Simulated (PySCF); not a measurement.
Bonds: Si1-C2, Si1-C3, Si1-S4, Si1-S16, S4-Si5, Si5-C6, Si5-C7, Si5-S8, S8-Si9, Si9-C10, Si9-C11, Si9-S12, S12-Si13, Si13-C14, Si13-C15, Si13-S16. C2 carries H17, H18, H19; C3 carries H20, H21, H22; C6 carries H23, H24, H25; C7 carries H26, H27, H28; C10 carries H29, H30, H31; C11 carries H32, H33, H34; C14 carries H35, H36, H37; C15 carries H38, H39, H40.

- shielding tensors at PBE0/pcSseg-1 (GIAO)
- PBE0-D3(BJ)/def2-SVP geometry
- program: PySCF 2.14.0 with density-fitted response routines
- single conformer, gas phase, equivalent nuclei averaged, non-relativistic

References, each an isolated molecule treated in the same way: 13C (σref 184.41) and 1H (σref 31.27) and 29Si (σref 351.99) vs TMS; CS2 for 33S (σref 495.66).

```json
{"atoms": "H17/H18/H19/H20/H21/H22/H23/H24/H25/H26/H27/H28/H29/H30/H31/H32/H33/H34/H35/H36/H37/H38/H39/H40", "nucleus": "1H", "count": "24", "δ (ppm)": "0.63"}
{"atoms": "C2/C3/C6/C7/C10/C11/C14/C15", "nucleus": "13C", "count": "8", "δ (ppm)": "8.9"}
{"atoms": "S4/S8/S12/S16", "nucleus": "33S", "count": "4", "δ (ppm)": "?"}
{"atoms": "Si1/Si5/Si9/Si13", "nucleus": "29Si", "count": "4", "δ (ppm)": "?"}
```

Complete the table.

## Answers


- Si1/Si5/Si9/Si13: 33.0 ppm, silicon bonded to 2 C, 2 S
- S4/S8/S12/S16: -176 ppm, sulfur bonded to 2 Si

Shifts are as computed. Against solution values, carbons near 30 ppm lie about +2 ppm off and those near 130 ppm about +5 ppm (rms about the fit 1.9 ppm; single classes can miss by 10 ppm). Of 1328 compounds with measured shifts, 309 miss one by over three times the rms of a fit or turn the order of signals round; such compounds aren't used in these exercises. Signals without a measured value on file couldn't be tested in this way; 1H shifts scatter by 0.2 ppm about their fit, and single ones miss by 0.5 ppm.
